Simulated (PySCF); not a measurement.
# Telling isomers of C8H12 apart by NMR

PySCF 2.14 calculation with GIAO PBE0/pcSseg-1 shieldings and geometry from GFN2-xTB; non-relativistic, rapidly exchanging positions averaged, one computed conformer, gas phase.

δ = σ(ref) − σ, references computed at the same level: TMS for ¹H, ¹³C. Where no couplings were computed, multiplicities follow the n + 1 count of equivalent neighbours, and m marks all less simple cases (inequivalent or close neighbours, rings, F or P nearby). Shifts are as computed. Against solution values, carbons near 30 ppm lie about +3 ppm off and those near 130 ppm about +5 ppm (rms about the fit 2.1 ppm; single classes can miss by 10 ppm). Of 1328 compounds with measured shifts, 309 miss one by over three times the rms of a fit or turn the order of signals round; such compounds aren't used in these exercises. Signals without a measured value on file couldn't be tested in this way; 1H shifts scatter by 0.2 ppm about their fit, and single ones miss by 0.5 ppm.

(1) Tabulate the signals of `CC1=CC=CC1(C)C`, `C=C(/C=C/C)C1CC1`, `CCC#C/C=C/CC` and their relative energies.

(2) What is the quickest way to tell CC1=CC=CC1(C)C from CCC#C/C=C/CC?

(3) What is the quickest way to tell C=C(/C=C/C)C1CC1 from CCC#C/C=C/CC?

(4) What is the quickest way to tell CC1=CC=CC1(C)C from C=C(/C=C/C)C1CC1?

Results:

(1) 
```json
{"SMILES": "CC1=CC=CC1(C)C", "carbon types": "2×C 3×CH 3×CH3", "δC": "164.3, 155.2, 135.9, 131.9, 55.5, 24.1, 15.3", "δH": "6.53 (m, 1H), 6.49 (m, 1H), 6.20 (d, 1H), 2.02 (s, 3H), 1.09 (s, 6H)", "E rel. (kcal/mol)": "0.0"}
{"SMILES": "C=C(/C=C/C)C1CC1", "carbon types": "1×C 3×CH 3×CH2 1×CH3", "δC": "155.8, 140.7, 135.1, 121.5, 22.7, 16.5, 6.7", "δH": "6.41 (m, 1H), 6.40 (m, 1H), 5.24 (m, 1H), 5.20 (m, 1H), 2.00 (d, 3H), 1.44 (m, 1H), 0.62 (m, 2H), 0.32 (m, 2H)", "E rel. (kcal/mol)": "25.2"}
{"SMILES": "CCC#C/C=C/CC", "carbon types": "2×C 2×CH 2×CH2 2×CH3", "δC": "155.3, 116.5, 100.0, 86.2, 32.9, 17.2, 17.1, 16.5", "δH": "6.36 (m, 1H), 5.72 (d, 1H), 2.49 (q, 2H), 2.17 (m, 2H), 1.23 (t, 3H), 1.06 (t, 3H)", "E rel. (kcal/mol)": "32.6"}
```

Energies are electronic energies at PBE0/pcSseg-1 on these geometries, without zero-point or thermal terms, each for the one conformer computed, which needn't be the lowest.

(2) Count the carbon signals: 7 against 8. The first has a fully substituted alkene carbon (C) at 164.3 ppm, the second an allylic sp3 CH2 at 32.9 ppm. Their most deshielded carbons lie at 164.3 and 155.3 ppm.

(3) Count the carbon signals: 7 against 8. The first has a terminal =CH2 carbon at 121.5 ppm, the second an alkyne carbon (C) at 86.2 ppm. Their most deshielded carbons lie at 155.8 and 155.3 ppm.

(4) Both give the same number of carbon signals, but DEPT or the intensities differ. The first has an allylic quaternary sp3 carbon (C) at 55.5 ppm, the second a terminal =CH2 carbon at 121.5 ppm. Their most deshielded carbons lie at 164.3 and 155.8 ppm.
